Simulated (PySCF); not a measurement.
Compound: C6H11I.
Atom-mapped SMILES: `[I:1][CH:2]1[CH2:3][CH2:4][CH2:5][CH2:6][CH2:7]1` (hydrogens: H8 on C2; H9, H10 on C3; H11, H12 on C4; H13, H14 on C5; H15, H16 on C6; H17, H18 on C7)

Method: PySCF 2.14.0, PBE0-D3(BJ)/def2-SVP geometry optimisation, gas phase, def2 core potentials past Kr; density fitting, grid level 1; the optimiser is geomeTRIC in internal coordinates, started from a GFN2-xTB structure with every atom displaced at random (about 0.01 Å).

Step 0: E = -14491.4388 eV
```
atom  x, y, z in Å  |  force x, y, z in eV/Å
I1     -3.3259    0.4881   -0.7731   -0.320   0.058  -0.013
C2     -1.3530    0.3376    0.0866    0.398  -0.179  -0.505
C3     -0.3924    1.2089   -0.6904    1.285   0.308   1.742
C4      1.0504    1.1002   -0.0576   -2.204  -0.894   0.112
C5      1.4765   -0.3625   -0.0509   -0.885   0.811   1.027
C6      0.4763   -1.2141    0.7213    0.169   0.279  -0.593
C7     -0.9000   -1.1117    0.0970   -0.238   0.449   0.603
H8     -1.4438    0.7160    1.1045   -0.221   0.098   0.340
H9     -0.3297    0.8855   -1.7029   -0.074  -0.339  -1.341
H10    -0.7035    2.2505   -0.6627   -0.227   0.397  -0.137
H11     0.9772    1.4771    0.9783    0.233   0.050  -0.049
H12     1.7269    1.7130   -0.6120    0.769   0.717  -0.543
H13     2.4375   -0.4190    0.4116    1.201  -0.298   0.368
H14     1.5468   -0.7168   -1.0602    0.195  -0.412  -1.025
H15     0.4324   -0.9008    1.7653    0.026   0.177   0.413
H16     0.8003   -2.2481    0.7236    0.156  -0.643   0.031
H17    -1.6180   -1.7084    0.6573   -0.275  -0.313   0.147
H18    -0.8856   -1.4835   -0.9216    0.014  -0.265  -0.581
```

Problem. Estimate the geometry and energy of step 1. (The exact step hangs on the optimiser's Hessian estimate; all steps are aligned on step 0, rigid shifts and turns removed.)

Solution. E = -14491.6181 eV, largest force 0.371 eV/Å
```
atom  x, y, z in Å  |  force x, y, z in eV/Å
I1     -3.3566    0.5086   -0.7734    0.014   0.009   0.006
C2     -1.3550    0.3390    0.0770   -0.040   0.053   0.105
C3     -0.3791    1.2236   -0.6737    0.152  -0.096  -0.273
C4      1.0207    1.0965   -0.0601    0.112   0.272  -0.225
C5      1.4874   -0.3504   -0.0234    0.183  -0.112  -0.175
C6      0.4849   -1.2265    0.7120   -0.001  -0.105   0.157
C7     -0.9149   -1.1120    0.1106   -0.039  -0.082  -0.142
H8     -1.4923    0.7172    1.1031   -0.026  -0.015  -0.044
H9     -0.3408    0.9020   -1.7379   -0.036   0.094   0.256
H10    -0.7171    2.2712   -0.6682    0.008  -0.022   0.014
H11     1.0096    1.5020    0.9661   -0.014   0.031   0.041
H12     1.7311    1.7277   -0.6353   -0.176  -0.168   0.152
H13     2.4867   -0.4269    0.4458   -0.145   0.022  -0.065
H14     1.6003   -0.7230   -1.0636    0.002   0.059   0.167
H15     0.4487   -0.9261    1.7766    0.002  -0.013  -0.050
H16     0.8035   -2.2828    0.7033   -0.010   0.045  -0.012
H17    -1.6356   -1.7202    0.6780    0.010   0.007   0.005
H18    -0.9090   -1.5081   -0.9227    0.005   0.022   0.084
```

The energy changes by -0.1793 eV. The first-order estimate −F·Δx gives -0.4097 eV and the mean of the old and new forces, exact on a quadratic surface, -0.1846 eV. The step makes an angle of 56° with the force vector and moves no atom by more than 0.060 Å.

What follows is the cost of the whole optimisation. The run took 66 s on an Arm Neoverse V1 with one thread, shared host with 32 logical CPUs at a one-minute load of 12, and the process peaked at 0.66 GiB of memory.
